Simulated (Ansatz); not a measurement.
Several settings on one geometry of Cr₂N₂ (the lowest singlet isomer of a short search) (that of the charge 0 singlet, r2SCAN-D4/def2-SVP). Ansatz on 4 threads of Arm Neoverse V2 on a shared host; times are rough.

```xyz
4

Cr    0.137   -0.144   -1.171
Cr    1.158   -0.153    0.213
N    -0.554    0.769    0.414
N    -0.741   -0.473    0.544
```

Totals from different functionals, basis sets or treatments of relativity can't be compared as stabilities.

The 6-31G sets use Cartesian d functions. LC-ωPBE has ω = 0.4 bohr⁻¹.

At r2SCAN-D4/def2-SVP a triplet lies 2.26 eV below the restricted singlet of charge 0, at its own geometry.

The spins typed aren't always the lowest for that charge.

(1) Give the basis size and estimate the energy, ⟨S²⟩ and time of these runs.

```tsv
run	method	charge	state	further keys
1	RKS LC-ωPBE/6-31G	0	singlet	accuracy: high; forces asked
2	UKS ωPBEh/6-31G	-1	doublet	forces asked
3	UKS ωB97/6-31G	-1	doublet	forces asked
```

## Answers

(1) 
```json
{"run": "1", "functions": "76", "energy (Eh)": "-2197.4291", "⟨S²⟩": "–", "wall time": "7 s"}
{"run": "2", "functions": "76", "energy (Eh)": "-2197.5328", "⟨S²⟩": "3.80", "wall time": "75 s"}
{"run": "3", "functions": "76", "energy (Eh)": "-2198.0415", "⟨S²⟩": "3.32", "wall time": "62 s"}
```

The highest occupied level of an anion often lies above zero with these methods, and sets without diffuse functions describe the outer electron poorly. The restricted singlet is unstable towards broken spin symmetry at other levels; at RKS LC-ωPBE/6-31G this wasn't settled. At UKS ωPBEh/6-31G, UKS ωB97/6-31G the program marks the result for the charge -1 doublet as doubtful (asymmetric forces). At UKS ωPBEh/6-31G, UKS ωB97/6-31G the charge -1 doublet is spin-contaminated (final ⟨S²⟩ up to 3.80, 0.75 for a pure state).
